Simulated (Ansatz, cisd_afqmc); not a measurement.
System: RbF, charge 0, singlet. RbF (SMILES [F][Rb]).
B3LYP-D3(BJ)/def2-TZVP minimum from Ansatz (a first-principles code):
```
Rb
F 1 2.3553
```
Charge 0, spin multiplicity 1.

Total energies in def2-SVP, 8 correlated electrons, 5 frozen orbitals. UHF or UKS for unpaired electrons; spin-orbit terms are left out. Cores are frozen in correlated methods (noble-gas shells, and filled d and f shells in the p block). Past Kr the def2 sets carry scalar-relativistic core potentials. AFQMC/CISD: phaseless, guided by CISD from CCSD amplitudes; bars are statistical, one sigma. Outlying blocks are dropped, and bars are widened where a walk drifts. Over all cases where full CI ran beside it in this data, AFQMC minus full CI had a median of +0.1 mEh and passed +0.4 mEh in a tenth of the cases.

```json
[
 {"method": "HF", "program": "Ansatz", "energy (Eh)": "-123.18339", "minus CCSDTQ (mEh)": "204.48"},
 {"method": "MP2", "program": "Ansatz", "energy (Eh)": "-123.38457", "minus CCSDTQ (mEh)": "3.29"},
 {"method": "CCSD", "program": "Ansatz", "energy (Eh)": "-123.38545", "minus CCSDTQ (mEh)": "2.42"},
 {"method": "CCSD(T)", "program": "Ansatz", "energy (Eh)": "-123.38728", "minus CCSDTQ (mEh)": "0.59"},
 {"method": "CCSDT(Q)", "program": "Ansatz", "energy (Eh)": "-123.38793", "minus CCSDTQ (mEh)": "-0.06"},
 {"method": "CCSDTQ", "program": "Ansatz", "energy (Eh)": "-123.38787", "minus CCSDTQ (mEh)": "0.00"},
 {"method": "AFQMC/CISD", "program": "cisd_afqmc", "energy (Eh)": "-123.3878 ± 0.0002", "minus CCSDTQ (mEh)": "0.1 ± 0.2"}
]
```

Rough core times of Ansatz's runs on a shared machine: CCSD(T) under 20 s, CCSDT(Q) under 20 s, CCSDTQ 70 s.
